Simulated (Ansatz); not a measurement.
A family of molecules: the HOMO–LUMO gap

One atom is swapped for its congeners: C2H8SSi `CCS[SiH3]`; C2H8SeSi `CC[Se][SiH3]`; C2H8SiTe `CC[Te][SiH3]`. All are singlets with charge 0.

Shapes, held fixed at every level: PBE0-D4/def2-TZVP. Flexible molecules stand in one conformer, not always the lowest. Programs: Ansatz 0.2.0. Values in eV.

```
               level  C2H8SSi  C2H8SiTe
    SPW92/def2-TZVPP     4.89      3.48
r2SCAN-D4/def2-TZVPP     5.62      3.98
 B3LYP-D4/def2-TZVPP     6.66      4.95
 BHLYP-D4/def2-TZVPP     9.05      7.08
  wB97X-V/def2-TZVPP    11.48      9.52
  wB97M-V/def2-TZVPP    11.01      9.20
```

Estimate the column for C2H8SeSi from its neighbours.

The mean of the neighbours at wB97M-V/def2-TZVPP is 10.11 eV, against 10.37 from the run. All rows: SPW92/def2-TZVPP 4.38; r2SCAN-D4/def2-TZVPP 5.01; B3LYP-D4/def2-TZVPP 6.02; BHLYP-D4/def2-TZVPP 8.32; wB97X-V/def2-TZVPP 10.77; wB97M-V/def2-TZVPP 10.37 eV. At wB97M-V/def2-TZVPP the HOMO–LUMO gap falls at every step, from 11.01 to 9.20 eV. Every level shows the same order. For atoms past krypton def2 sets carry core potentials with scalar relativity. Relativity is left out for Se unless named. Orbital gaps aren't excitation energies, and the LUMO depends on the basis.
